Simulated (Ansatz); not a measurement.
Relaxation of Li12 with RKS PBE0/def2-SVP.

```sh
$ ansatz run in.yaml --threads 4 --pin off --events-out ev --progress --plain --max-ram 3916MiB
```

```yaml
crystal:
  periodic: [false, false, false]
  atoms:
    - {symbol: Li, position_ang: [-0.290290, -0.801600, -2.221760]}
    - {symbol: Li, position_ang: [1.012780, -2.976140, -1.542270]}
    - {symbol: Li, position_ang: [0.042990, 1.881730, -0.635310]}
    - {symbol: Li, position_ang: [-0.339590, -1.910170, 0.472360]}
    - {symbol: Li, position_ang: [1.876980, -0.584210, -0.781960]}
    - {symbol: Li, position_ang: [0.293830, 0.539020, 1.819600]}
    - {symbol: Li, position_ang: [1.419550, 1.142790, -2.752330]}
    - {symbol: Li, position_ang: [-1.567950, -1.137710, 2.660880]}
    - {symbol: Li, position_ang: [2.034320, -1.335240, -3.266490]}
    - {symbol: Li, position_ang: [-0.771760, 2.968370, 1.656750]}
    - {symbol: Li, position_ang: [-1.519330, 1.321210, 3.523100]}
    - {symbol: Li, position_ang: [-2.191520, 0.891940, 1.067450]}
basis:
  gaussian: {orbitals: def2-SVP}
hamiltonian: {xc: pbe0}
scf: {omitted_lower_state_checks: [starts]}
output: {orbitals: {seedname: orbitals}}
relax: {f_tol: 0.02, max_steps: 100}
```

It took 31 s on 4 threads of Arm Neoverse V2 on a shared host.

Positions (Å) and forces (eV/Å) at steps 1, 2, 3, 4, 7, 10 of 10:

```xyz
12
step=1 energy=-2445.6323 eV
Li   -0.290   -0.802   -2.222   -0.882    0.238    0.141
Li    1.013   -2.976   -1.542    0.098   -1.147    0.065
Li    0.043    1.882   -0.635   -0.143   -0.149   -0.066
Li   -0.340   -1.910    0.472   -0.130    0.111   -0.061
Li    1.877   -0.584   -0.782    0.271    0.290    0.752
Li    0.294    0.539    1.820    0.722   -0.188   -0.182
Li    1.420    1.143   -2.752    0.325    0.817   -0.563
Li   -1.568   -1.138    2.661   -0.365   -0.806    0.553
Li    2.034   -1.335   -3.266    0.579   -0.266   -0.858
Li   -0.772    2.968    1.657    0.191    1.174    0.056
Li   -1.519    1.321    3.523   -0.209    0.249    1.025
Li   -2.192    0.892    1.067   -0.456   -0.324   -0.861
12
step=2 energy=-2446.7636 eV
Li   -0.412   -0.761   -2.192   -0.293    0.115    0.055
Li    1.033   -3.166   -1.538    0.080   -0.528   -0.014
Li    0.014    1.857   -0.650   -0.115   -0.119   -0.033
Li   -0.369   -1.893    0.461   -0.111    0.103   -0.068
Li    1.912   -0.540   -0.679    0.155    0.098    0.201
Li    0.392    0.514    1.799    0.240   -0.030    0.060
Li    1.482    1.278   -2.857    0.225    0.372   -0.345
Li   -1.634   -1.271    2.767   -0.217   -0.360    0.372
Li    2.119   -1.376   -3.396    0.164   -0.099   -0.312
Li   -0.745    3.161    1.671    0.059    0.535    0.071
Li   -1.551    1.360    3.676   -0.083    0.095    0.333
Li   -2.242    0.837    0.938   -0.105   -0.181   -0.321
12
step=3 energy=-2447.1435 eV
Li   -0.446   -0.722   -2.198   -0.105    0.055   -0.017
Li    1.056   -3.300   -1.545    0.038   -0.232   -0.006
Li   -0.018    1.794   -0.662   -0.030   -0.091   -0.013
Li   -0.423   -1.827    0.435   -0.066    0.103   -0.031
Li    1.967   -0.522   -0.678    0.071    0.048    0.081
Li    0.432    0.519    1.874    0.125   -0.019    0.060
Li    1.574    1.384   -2.979    0.127    0.185   -0.174
Li   -1.705   -1.373    2.918   -0.099   -0.181    0.209
Li    2.133   -1.405   -3.485    0.027   -0.049   -0.133
Li   -0.741    3.298    1.691    0.015    0.235    0.029
Li   -1.594    1.391    3.744   -0.062    0.054    0.108
Li   -2.236    0.762    0.885   -0.041   -0.109   -0.113
12
step=4 energy=-2447.2933 eV
Li   -0.463   -0.681   -2.263   -0.036    0.009   -0.032
Li    1.057   -3.385   -1.533    0.013   -0.051   -0.003
Li   -0.004    1.694   -0.653    0.004   -0.038    0.006
Li   -0.477   -1.706    0.406   -0.016    0.038   -0.012
Li    2.014   -0.502   -0.686    0.024   -0.001    0.009
Li    0.487    0.519    1.977    0.049    0.001    0.041
Li    1.681    1.484   -3.082    0.050    0.057   -0.056
Li   -1.731   -1.472    3.080   -0.011   -0.060    0.078
Li    2.097   -1.434   -3.565   -0.014   -0.013   -0.020
Li   -0.750    3.386    1.682   -0.002    0.059    0.014
Li   -1.677    1.428    3.763   -0.038    0.017   -0.007
Li   -2.235    0.670    0.873   -0.023   -0.017   -0.018
12
step=7 energy=-2447.3253 eV
Li   -0.548   -0.610   -2.248   -0.002    0.001    0.001
Li    0.945   -3.436   -1.607   -0.002    0.000    0.002
Li    0.173    1.625   -0.549    0.004    0.004   -0.001
Li   -0.353   -1.627    0.460    0.002   -0.005    0.001
Li    2.092   -0.565   -0.731    0.001   -0.001   -0.002
Li    0.550    0.574    2.144   -0.001    0.001    0.003
Li    1.741    1.530   -3.145   -0.001    0.001    0.001
Li   -1.647   -1.528    3.204    0.000   -0.002   -0.002
Li    1.977   -1.436   -3.608    0.001   -0.001   -0.002
Li   -0.835    3.439    1.662    0.000    0.000   -0.002
Li   -1.911    1.438    3.634   -0.002    0.001    0.002
Li   -2.186    0.596    0.784    0.001    0.000    0.000
12
step=10 energy=-2447.3258 eV
Li   -0.557   -0.592   -2.203    0.003    0.000    0.000
Li    0.904   -3.441   -1.630   -0.001    0.000   -0.001
Li    0.250    1.637   -0.517    0.000   -0.003    0.001
Li   -0.280   -1.635    0.498    0.000    0.003    0.000
Li    2.126   -0.578   -0.754    0.000    0.001    0.001
Li    0.547    0.591    2.186    0.001   -0.001   -0.001
Li    1.714    1.528   -3.171   -0.002   -0.001    0.000
Li   -1.676   -1.529    3.187   -0.002    0.001   -0.001
Li    1.945   -1.439   -3.622    0.000    0.001    0.001
Li   -0.879    3.440    1.646   -0.001   -0.001   -0.001
Li   -1.951    1.437    3.622    0.001   -0.001   -0.001
Li   -2.144    0.581    0.757    0.001    0.000    0.001
```

The structure comes from a short search, and lower isomers may exist.
